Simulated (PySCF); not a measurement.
# NaBe⁺: frontier orbitals

B97-3 at R = 2.990 Å; basis Na def2-SVPD, Be def2-SVPD; no relativity; PySCF 2.14. State: ¹Σ⁺ (singlet), closed shell. Only the outer orbitals are listed, counted within each symmetry.

```csv
orbital,occ.,ε (eV),on Na (%),main shells (%)
1π,2,-38.98,100,100 Na p
1π,2,-38.98,100,100 Na p
4σ,2,-38.96,100,100 Na p
5σ,2,-11.42,13,86 Be s
6σ,0,-6.52,41,"51 Be p, 39 Na s, 8 Be s"
2π,0,-5.70,9,91 Be p
2π,0,-5.70,9,91 Be p
```

Question: Which are the highest filled and the lowest empty level, where do they sit, and how wide is the gap?

Answer: Highest filled 5σ at -11.42 eV (in %: 86 Be s); lowest empty 6σ at -6.52 eV (in %: 51 Be p, 39 Na s, 8 Be s); the gap at B97-3 is 4.90 eV.

```json
{"bond order (Mayer)": "0.46", "⟨S²⟩": "0.000", "charge on Na (Mulliken, basis-dependent)": "0.73", "charge on Na (Löwdin, basis-dependent)": "0.55", "dipole moment (positive dipole points towards Be; it is taken about the centre of mass and depends on that origin)": "-0.76 D"}
```

Closed-shell solutions of metal pairs were not tested for spin polarisation, which can lower them a little.
